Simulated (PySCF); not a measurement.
PySCF 2.14 output of an unrestricted BHandHLYP calculation on a single atom or ion in aug-cc-pVQZ-DK (9s8p6d4f3g2h, 140 functions), with scalar relativity by spin-free X2C-1e:

```
SCF conv_tol = 1e-09
number electrons alpha = 12  beta = 9
    A. D. Becke.,  J. Chem. Phys. 98, 1372 (1993)
    Defined through Gaussian implementation.
cycle= 1 E= -948.39564679186  delta_E= -0.0058  |g|= 0.0169  |ddm|= 0.994
cycle= 2 E= -948.395698289776  delta_E= -5.15e-05  |g|= 0.00503  |ddm|= 0.0506
cycle= 3 E= -948.395702108135  delta_E= -3.82e-06  |g|= 0.0024  |ddm|= 0.0218
cycle= 4 E= -948.395703183559  delta_E= -1.08e-06  |g|= 4.85e-05  |ddm|= 0.00841
cycle= 5 E= -948.39570318408  delta_E= -5.2e-10  |g|= 3.96e-06  |ddm|= 0.00016
converged SCF energy = -948.39570318408  <S^2> = 3.7513646  2S+1 = 4.0006822
```

The run itself started from symmetry-adapted Hartree-Fock orbitals and held the occupation by maximum overlap, on a logarithmic radial grid, so the iterations belong to that start.

Task: Which element, charge and spin multiplicity is this?

Result: V²⁺ (vanadium, charge +2), multiplicity 4; the state was [Ar] 3d3, high-spin 4F determinant.
